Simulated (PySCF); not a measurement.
## Deuteron quadrupole couplings in `C=C[C@@H]1NC[C@@H]1CC`

C7H13N.
SMILES with atom numbers: `[CH2:1]=[CH:2][C@@H:3]1[NH:4][CH2:5][C@@H:6]1[CH2:7][CH3:8]` (hydrogens: H9, H10 on C1; H11 on C2; H12 on C3; H13 on N4; H14, H15 on C5; H16 on C6; H17, H18 on C7; H19, H20, H21 on C8)

Structure used (GFN2-xTB), in Å, numbered top down from 1:
```xyz
21
C7H13N angstrom
C     -2.549    1.354   -0.837
C     -1.810    0.573   -0.071
C     -1.020   -0.590   -0.571
N     -1.118   -1.806    0.252
C      0.205   -1.583    0.838
C      0.500   -0.547   -0.258
C      1.130    0.773    0.153
C      2.624    0.609    0.411
H     -2.611    1.203   -1.903
H     -3.118    2.176   -0.437
H     -1.769    0.737    0.999
H     -1.269   -0.789   -1.619
H     -1.899   -1.833    0.900
H      0.818   -2.487    0.843
H      0.200   -1.149    1.845
H      1.071   -0.986   -1.077
H      0.648    1.155    1.055
H      0.969    1.505   -0.642
H      2.795   -0.132    1.188
H      3.063    1.552    0.730
H      3.133    0.282   -0.493
```

Level: PBE0/pcSseg-1 (PySCF, non-relativistic); Q(2H) = 0.00286 b; rigid geometry, the same for H and D, with no vibrational averaging.

Task: Rank these positions by the coupling χzz of a deuteron there, largest first.
A. H11 (vinylic hydrogen)
B. H13 (N–H hydrogen)
C. H10 (vinylic hydrogen)
D. H15 (methylene hydrogen)
E. H21 (methyl hydrogen)
F. H14 (methylene hydrogen)

Result: B (269 kHz), C (227 kHz), A (217 kHz), E (212 kHz), F (203 kHz), D (198 kHz).

Task: What are Vzz, η and χzz (234.96 MHz × Q × Vzz) at all hydrogens?

Result: 
```json
{"atom": "H9", "bonded to": "C1", "bond length (Å)": "1.078", "Vzz (au)": "0.3354", "η": "0.05", "χzz (kHz)": "225"}
{"atom": "H10", "bonded to": "C1", "bond length (Å)": "1.077", "Vzz (au)": "0.3376", "η": "0.05", "χzz (kHz)": "227"}
{"atom": "H11", "bonded to": "C2", "bond length (Å)": "1.083", "Vzz (au)": "0.3228", "η": "0.05", "χzz (kHz)": "217"}
{"atom": "H12", "bonded to": "C3", "bond length (Å)": "1.095", "Vzz (au)": "0.2945", "η": "0.03", "χzz (kHz)": "198"}
{"atom": "H13", "bonded to": "N4", "bond length (Å)": "1.014", "Vzz (au)": "0.3997", "η": "0.15", "χzz (kHz)": "269"}
{"atom": "H14", "bonded to": "C5", "bond length (Å)": "1.092", "Vzz (au)": "0.3024", "η": "0.02", "χzz (kHz)": "203"}
{"atom": "H15", "bonded to": "C5", "bond length (Å)": "1.097", "Vzz (au)": "0.2945", "η": "0.03", "χzz (kHz)": "198"}
{"atom": "H16", "bonded to": "C6", "bond length (Å)": "1.091", "Vzz (au)": "0.3050", "η": "0.02", "χzz (kHz)": "205"}
{"atom": "H17", "bonded to": "C7", "bond length (Å)": "1.092", "Vzz (au)": "0.3046", "η": "0.02", "χzz (kHz)": "205"}
{"atom": "H18", "bonded to": "C7", "bond length (Å)": "1.093", "Vzz (au)": "0.3028", "η": "0.02", "χzz (kHz)": "203"}
{"atom": "H19", "bonded to": "C8", "bond length (Å)": "1.088", "Vzz (au)": "0.3151", "η": "0.02", "χzz (kHz)": "212"}
{"atom": "H20", "bonded to": "C8", "bond length (Å)": "1.087", "Vzz (au)": "0.3167", "η": "0.01", "χzz (kHz)": "213"}
{"atom": "H21", "bonded to": "C8", "bond length (Å)": "1.088", "Vzz (au)": "0.3150", "η": "0.02", "χzz (kHz)": "212"}
```

Task: Average by the element that carries the hydrogen.

Result: on C: 210 kHz over 12 positions, mean bond length 1.088 Å; on N: 269 kHz over 1 position, mean bond length 1.014 Å.

Task: How does χzz go with the bond length over the 12 C–H bonds?

Result: A straight-line fit has a slope of -15.2 kHz for each 0.01 Å, with a correlation coefficient of -1.00, over lengths from 1.077 to 1.097 Å. The longer bonds have the smaller couplings here.

Task: A static deuteron (I = 1) shows a doublet split by (3/2)χ, (3/4)χ(1 + η) and (3/4)χ(1 − η) with the field along z, y and x of the gradient. What are these for H11?

Result: With |χ| = 216.9 kHz and η = 0.052: 325, 171 and 154 kHz, to first order and without motion.

Isolated species at its GFN2-xTB geometry (one conformer only). GFN2-xTB bond lengths can be off by several hundredths of an ångström, more for odd bonds, and the gradients follow them. The basis is small and wasn't made for field gradients, so the couplings can be 20 % off.

The run behind these numbers computed NMR shieldings as well. The run took 46 s (with the writing of density and orbital grids) on one thread, Intel Xeon Platinum 8375C at 2.90 GHz (x86_64), shared host with 32 logical CPUs at a one-minute load of 17, and the process peaked at 0.90 GiB of memory.
